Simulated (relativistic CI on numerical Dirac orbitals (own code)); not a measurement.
**Transition arrays of Ag XXVI**

Method of calculation: Dirac-Coulomb-Breit CI, KLI orbitals optimised for each configuration, model QED, valence Slater integrals scaled by 0.9, whole transition arrays (own radial code, finite nucleus).

CI space (outside the closed core [Ne] 3s2): 3p⁶3d⁴, 3p⁶3d³4f, 3p⁵3d⁵, 3p⁶3d³4p, 3p⁶3d³5f. Levels of other configurations are missing.

All E1 lines from the levels of 3p⁶3d⁴; mean and standard deviation are weighted by gf, and upper levels are sorted by their leading configuration.

```
Upper configuration  Lines    Σgf  Mean (eV)  Mean (nm)  σ (eV)  Strongest line (nm)
           3p⁶3d³4f   2825  660.2     708.98      1.749    6.84                1.735
             3p⁵3d⁵   3245  224.0     208.05      5.959   18.56                5.424
           3p⁶3d³4p   1718   32.0     571.06      2.171    6.51                2.165
           3p⁶3d³5f   2825  193.0     922.62      1.344    7.34                1.338
```

Σgf per state of the lower configuration in bins of 0.2 nm over the central range (centre: value): 1.3: 0.92, 1.7: 3.11, 1.9: 0.04, 2.1: 0.14, 5.3: 0.09, 5.5: 0.21, 5.7: 0.20, 5.9: 0.14, 6.1: 0.08, 6.3: 0.07, 6.5: 0.06, 6.7: 0.08.

Question: How do configuration mixing and the scaling of the Slater integrals move the arrays?

Answer: Slater scale 0.9, no configuration mixing: 3p⁶3d³4f 709.0 ± 6.9 eV (Σgf 648.6), 3p⁵3d⁵ 208.3 ± 18.6 eV (Σgf 235.6), 3p⁶3d³4p 571.2 ± 6.4 eV (Σgf 31.4), 3p⁶3d³5f 922.4 ± 7.3 eV (Σgf 158.6); Slater scale 1: 3p⁶3d³4f 709.9 ± 7.4 eV (Σgf 664.3), 3p⁵3d⁵ 210.5 ± 19.5 eV (Σgf 225.2), 3p⁶3d³4p 571.1 ± 7.1 eV (Σgf 32.0), 3p⁶3d³5f 923.0 ± 8.0 eV (Σgf 194.4); Slater scale 0.8: 3p⁶3d³4f 708.1 ± 6.3 eV (Σgf 656.1), 3p⁵3d⁵ 205.6 ± 17.7 eV (Σgf 222.8), 3p⁶3d³4p 571.0 ± 5.9 eV (Σgf 31.9), 3p⁶3d³5f 922.3 ± 6.7 eV (Σgf 191.6). With mixing, levels are counted to their leading configuration, so an array can shrink or vanish into another, and the sums then hold other lines.
